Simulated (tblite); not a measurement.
CH11N4Si2 (charge -1).
Geometry (GFN2-xTB, Å), atoms numbered from 1 in this order:
```xyz
18
CH11N4Si2 angstrom
C     -0.6021    1.9959    0.3419
N     -1.3884    0.8339    0.0457
Si    -0.5195   -0.6910    0.2263
N     -1.8098   -1.8801    0.0240
N     -0.2589   -0.7487    1.9766
N      0.8123   -0.9906   -0.7557
Si     2.1189   -0.1339   -1.3295
H     -1.2031    2.9102    0.2536
H     -0.2513    1.9067    1.3689
H      0.2843    2.0983   -0.3042
H     -1.7792    0.9183   -0.8841
H     -1.4285   -2.8128    0.0773
H     -2.2439   -1.8005   -0.8836
H      0.6415   -0.3613    2.2190
H     -0.2777   -1.6957    2.3255
H      3.0920   -1.0923   -1.9252
H      2.9355    0.6817   -0.3642
H      1.8690    0.8682   -2.4239
```

Calculated harmonic vibrations of the isolated species, GFN2-xTB (tblite), most abundant isotopes, no scaling. This tight-binding method is rough: wavenumbers can miss measured ones by several per cent, in bad cases by 10 to 20. Modes of hydrogen on silicon can be 10 to 20 % off. One conformer, not necessarily the lowest.

Harmonic wavenumbers (cm⁻¹): 33.5, 45.7, 88.7, 96.3, 106.5, 135.9, 159.5, 192.8, 221.7, 228.6, 262.2, 297.6, 355.6, 569.8, 584.2, 646.4, 670.1, 702.8, 737.7, 786.0, 794.7, 814.4, 832.3, 869.8, 883.0, 912.2, 923.2, 1068.4, 1127.3, 1148.2, 1267.0, 1379.3, 1417.5, 1505.2, 1519.9, 1574.5, 1593.3, 1793.8, 1857.0, 1973.1, 2822.6, 2888.5, 3008.9, 3400.6, 3453.3, 3462.4, 3476.3, 3483.5.

A = 2128, B = 1281, C = 1036 MHz; mass 135.052 u (most abundant isotopes); point group C1, symmetry number 1.

What is the zero-point energy?

Half the sum of the wavenumbers: 29086 cm⁻¹ = 347.94 kJ/mol.

Give the ideal-gas entropy at 298.15 K and 1 bar in the rigid-rotor, harmonic-oscillator model (classical rotation).

Translation 170.04, rotation 121.84, vibration 170.55: S = 462.4 J/(mol K).

And Cp and H(298.15 K) − H(0)?

Cp = 182.67 J/(mol K), of which vibrations give 149.41 (their classical limit is 48 R = 399.1); H(298.15 K) − H(0) = 35.00 kJ/mol without the zero-point energy, 25.09 from vibrations.

Blend soft modes into free rotors: weight 1/[1 + (100 cm⁻¹/ν̃)⁴] for the oscillator and the rest for a rotor with moment μB/(μ + B), μ = h/(8π²ν), B = 10⁻⁴⁴ kg m². What vibrational entropy results?

153.64 J/(mol K) in place of 170.55, which changes −T·S at 298.15 K by +5.04 kJ/mol.

How do the functions run with temperature in this model?

```
T (K)  S (J/(mol K))  Cp (J/(mol K))  H − H(0) (kJ/mol)  G − H(0) (kJ/mol)  ln q(vib)
  100          314.4           101.0               6.72             -24.72       3.00
  200          397.8           143.2              18.99             -60.57       6.92
  300          463.6           183.4              35.34            -103.73      10.45
  500          573.5           248.4              78.94            -207.81      16.81
  800          704.6           308.7             163.35            -400.36      25.14
 1000          776.5           334.8             227.84            -548.64      30.04
```

q(vib) and H(0) count from the zero-point level.

Which modes carry the vibrational entropy at 298.15 K?

33.5 cm⁻¹: 23.47; 45.7 cm⁻¹: 20.90; 88.7 cm⁻¹: 15.43; 96.3 cm⁻¹: 14.76; 106.5 cm⁻¹: 13.94; 135.9 cm⁻¹: 11.97 J/(mol K); the other 42 give 70.07 together.

Hindered rotation and anharmonicity are outside this model. Other conformers, if any are populated, would add a mixing term that is left out. The structure is chiral; the term R ln 2 for an equal mix with its mirror image is left out.
